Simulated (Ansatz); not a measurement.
Gas-phase electronic energies from Ansatz, PBE0-D4/def2-TZVP geometries. CCSD(T)/CBS is the MP2 limit (def2-TZVPP, def2-QZVPP) plus CCSD(T) − MP2 in def2-TZVPP, frozen cores. Functionals use def2-TZVPP. Elements past krypton have def2 core potentials. For I outer-core shells are correlated without core-valence functions, which leaves a few kJ/mol of doubt a bond. Each species was taken in one conformer, which may not be the lowest.

Reaction (formal exchange of groups at the Si–B bond): `B[SiH](C)CF` + `ICCI` → `C[SiH](I)CF` + `BCCI`

```tsv
level	ΔE (kJ/mol)
PBE-D4	-154.4
B2PLYP	-160.5
r2SCAN	-164.5
PBE0	-162.8
HF/def2-TZVPP	-171.3
CCSD(T)/def2-TZVPP	-155.5
HF/CBS(def2)	-171.6
CCSD/CBS(def2)	-162.1
```

(1) What does CCSD(T)/CBS give? (Best estimate.)

Largest T1 diagnostic among the species: 0.011.

Answers

(1) The calculation gave: -159.6 kJ/mol. The listed levels differ from it by 5.2, -0.9, -4.9, -3.2, -11.7, 4.1, -12.0, -2.5 kJ/mol.

From PBE to PBE0 (25 % exact exchange), in def2-TZVPP and without D4, ΔE moves by −8.5 kJ/mol. In def2-TZVPP, CCSD(T) changes the Hartree–Fock value by +15.8 kJ/mol (the triples alone add +2.5 kJ/mol) and MP2 by +5.3 kJ/mol.
